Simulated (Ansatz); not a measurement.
BrClFH$_{3}$Si$_{2}$, SMILES `F[Si]([SiH3])(Cl)Br` at its PBE0-D4/def2-TZVP geometry, where that method's forces vanish. The species carries charge 0 and has multiplicity 1.

```tsv
atom	x (Å)	y (Å)	z (Å)
F1	-1.841	-0.282	-1.285
Si2	-1.013	0.367	-0.093
Si3	1.136	-0.529	0.032
Cl4	-2.061	0.016	1.621
Br5	-0.939	2.541	-0.460
H6	1.042	-1.991	0.270
H7	1.834	0.134	1.161
H8	1.843	-0.256	-1.245
```

(1) For each bond, give half the difference of the two atoms' forces along it (eV/Å; positive pushes the atoms apart) under PBE-D4, r2SCAN-D4, B3LYP-D4, ωB97M-V in def2-TZVPP. (An estimate is asked.)

Results:

(1) Computed: 
```csv
bond,length (Å),PBE-D4,r2SCAN-D4,B3LYP-D4,ωB97M-V
F1–Si2,1.590,0.57,0.05,0.15,0.15
Si2–Si3,2.332,-0.21,-0.05,-0.02,-0.05
Si2–Cl4,2.039,0.17,0.06,0.16,0.04
Si2–Br5,2.206,0.12,0.06,0.16,-0.02
Si3–H6,1.485,0.09,-0.01,-0.07,-0.10
Si3–H7,1.484,0.09,-0.01,-0.07,-0.09
Si3–H8,1.484,0.09,-0.01,-0.07,-0.10
```

B3LYP here is the variant with VWN-RPA as its local correlation; programs differ in this.
